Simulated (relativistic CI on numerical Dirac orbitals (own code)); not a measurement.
# Br¹⁵⁺: q coefficients and field-shift factors

Computed by Dirac-Coulomb-Breit CI, separate exchange-only KLI orbitals for each configuration, derivatives by finite differences, unscaled Slater integrals, QED left out (own radial code, finite nucleus).

CI space (outside the closed core [Ne]): 3s²3p⁶3d², 3s²3p⁵3d³, 3s3p⁶3d³, 3s²3p⁶3d4s, 3s²3p⁶3d4p, 3s²3p⁶4s². Double excitations out of closed p, d and f shells are left out; levels of such configurations are missing from the list, as are those of other unlisted configurations, and high levels can miss mixing partners.

With x = (α/α₀)² − 1 an excitation energy changes as ω = ω₀ + qx; K = 2q/ω₀ is the relative enhancement. Terms are leading LS components, so labels can repeat. The field-shift factor is F = δν/δ⟨r²⟩ for the transition from the lowest level.

Lowest level 3s²3p⁶3d² ³F2.

| Level | ω₀ (cm⁻¹) | q (cm⁻¹) | K | F (GHz/fm²) |
| --- | --- | --- | --- | --- |
| 3s²3p⁶3d² ³F3 | 8790 | 9743 | 2.22 | 0.0454 |
| 3s²3p⁶3d² ³F4 | 18075 | 18370 | 2.03 | 0.0864 |
| 3s²3p⁶3d² ¹D2 | 42520 | 8372 | 0.394 | 0.0342 |
| 3s²3p⁶3d² ³P0 | 45349 | 5132 | 0.226 | 0.0117 |
| 3s²3p⁶3d² ³P1 | 49224 | 10250 | 0.416 | 0.0329 |
| 3s²3p⁶3d² ³P2 | 58377 | 21110 | 0.723 | 0.0877 |
| 3s²3p⁶3d² ¹G4 | 67144 | 13000 | 0.387 | 0.106 |
| 3s²3p⁶3d² ¹S0 | 154417 | 15120 | 0.196 | 0.246 |
| 3s²3p⁵3d³ ⁵D°2 | 706179 | 20620 | 0.0584 | 0.915 |
| 3s²3p⁵3d³ ⁵D°3 | 707306 | 22220 | 0.0628 | 0.949 |
| 3s²3p⁵3d³ ⁵D°1 | 707403 | 22040 | 0.0623 | 0.886 |
| 3s²3p⁵3d³ ⁵S°2 | 709295 | 34150 | 0.0963 | 0.889 |
| 3s²3p⁵3d³ ⁵D°0 | 709337 | 25060 | 0.0707 | 0.871 |

At this charge energies of transitions that change n are usually good to better than 1 %, and those within a shell (Δn = 0) to a few per cent. Terms inside the open d or f shell come out 10 to 20 % too wide with unscaled integrals.
